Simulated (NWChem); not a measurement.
Program: NWChem. System: CHF, charge 0, spin multiplicity 1, at a geometry optimised with B3LYP/def2-SVP. The structure started from a generated list of species. Level: G0W0@PBE0/def2-TZVPP, RI basis def2-tzvpp-rifit.

The NWChem input:

```
start mol
memory heap 200 mb stack 700 mb global 1700 mb
geometry units angstroms nocenter noautoz
  C      0.560614    -0.452685     0.000000
  F     -0.526559     0.264219     0.000000
  H      1.375343     0.338134     0.000000
  symmetry group Cs
end
basis spherical
  * library def2-tzvpp
end
basis "ri basis" bse spherical
  * library def2-tzvpp-rifit
end
dft
  xc pbe0
  iterations 100
  direct
  tolerances tight
end
task dft energy
gw
  states alpha occ 4 vir 2
end
task dft gw
```

Output (cleaned and shortened):

```
             Northwest Computational Chemistry Package (NWChem) 7.3.0
             --------------------------------------------------------

                                NWChem Input Module
                                -------------------

 Scaling coordinates for geometry "geometry" by  1.889725989
 (inverse scale =  0.529177249)

 Turning off AUTOSYM since
 SYMMETRY directive was detected!

                             Geometry "geometry" -> ""
                             -------------------------

 Output coordinates in angstroms (scale by  1.889725989 to convert to a.u.)

  No.       Tag          Charge          X              Y              Z
 ---- ---------------- ---------- -------------- -------------- --------------
    1 C                    6.0000     0.56061400    -0.45268500     0.00000000
    2 F                    9.0000    -0.52655900     0.26421900     0.00000000
    3 H                    1.0000     1.37534300     0.33813400     0.00000000

 Effective nuclear repulsion energy (a.u.)      27.2415741339

            Nuclear Dipole moment (a.u.)
            ----------------------------
        X                 Y               Z
 ---------------- ---------------- ----------------
    -0.0000075589    -0.0000094486     0.0000000000

      Symmetry information
      --------------------

 Group name             Cs
 Group number              2
 Group order               2
 No. of unique centers     3

      Symmetry unique atoms

     1    2    3


 Summary of "ao basis" -> "" (spherical)
 ------------------------------------------------------------------------------
       Tag                 Description            Shells   Functions and Types
 ---------------- ------------------------------  ------  ---------------------
 *                         def2-tzvpp                 on all atoms

 new library libraries.bse/

 Summary of "ri basis" -> "" (spherical)
 ------------------------------------------------------------------------------
       Tag                 Description            Shells   Functions and Types
 ---------------- ------------------------------  ------  ---------------------
[...]
           0.000000000000           0.000000000000          52.616872421138

     Multipole analysis of the density
     ---------------------------------

     L   x y z        total         alpha         beta         nuclear
     -   - - -        -----         -----         ----         -------
     0   0 0 0     -0.000000     -8.000000     -8.000000     16.000000

     1   1 0 0      0.219809      0.109908      0.109908     -0.000008
     1   0 1 0      0.538550      0.269280      0.269280     -0.000009
     1   0 0 1     -0.000000     -0.000000     -0.000000      0.000000

     2   2 0 0     -8.050706    -15.225418    -15.225418     22.400130
     2   1 1 0      0.748837      4.498607      4.498607     -8.248377
     2   1 0 1      0.000000      0.000000      0.000000      0.000000
     2   0 2 0    -10.260943     -8.651866     -8.651866      7.042789
     2   0 1 1     -0.000000     -0.000000     -0.000000      0.000000
     2   0 0 2     -7.761514     -3.880757     -3.880757      0.000000

 Task  times  cpu:        3.9s     wall:        3.9s

                                NWChem Input Module
                                -------------------

                                 NWChem GW Module
                                 ----------------

                             ***********************
                             ***        GW       ***
                             ***********************

 Summary of "ri basis" -> "ri basis" (spherical)
 ------------------------------------------------------------------------------
       Tag                 Description            Shells   Functions and Types
 ---------------- ------------------------------  ------  ---------------------
 C                      def2-tzvpp-rifit            22       76   8s6p4d3f1g
 F                      def2-tzvpp-rifit            22       76   8s6p4d3f1g
 H                      def2-tzvpp-rifit            10       30   4s3p2d1f

                 Memory Information
                 ------------------
          Available GA per process is          1700.0 MBs
          Available stack per process is        700.0 MBs
          Available heap per process is           0.0 MBs

          Peak memory in Initialization
              Peak GA per process is                  1.4 MBs
              Peak stack per process is               0.1 MBs
              Peak heap per process is                1.5 MBs
              Memory not in MA per process            0.0 MBs

          Peak memory in AFF Calculation
              Peak GA per process is                  4.0 MBs
              Peak stack per process is               2.3 MBs
              Peak heap per process is                0.0 MBs
              Memory not in MA per process            2.3 MBs

          Computing 2-center integrals
          Computing Inverse Cholesky factor
          Computing 3-center integrals
          Computing V_xc ...

          Computing Sigma_x
          Computing RPA polarizability
          Solving quasiparticle equations

                  Alpha Orbitals
          State     Energy (eV)     Error (eV)
          -----------------------------------
@GW         5        -18.293           0.002
@GW         6        -17.301           0.002
@GW         7        -16.344           0.002
@GW         8        -10.216           0.002
@GW         9          0.154           0.002
@GW        10          4.226           0.004

   Applying  -2.9722 eV scissor-shift to rest of particle states

   Applying   2.9309 eV scissor-shift to rest of hole states

     GW Timing Statistics
   ------------------------
   Init.   :          0.1s
     ERIs  :          0.3s
     Distr.:          0.0s
     Vxc   :          0.5s
   Sigma_x :          0.0s
   RPA     :          0.1s
   Wmn     :          0.0s
   Sigma_c :          0.0s
   GW total:          0.9s

 Task  times  cpu:        0.9s     wall:        0.9s

 Total times  cpu:        4.9s     wall:        4.9s
```
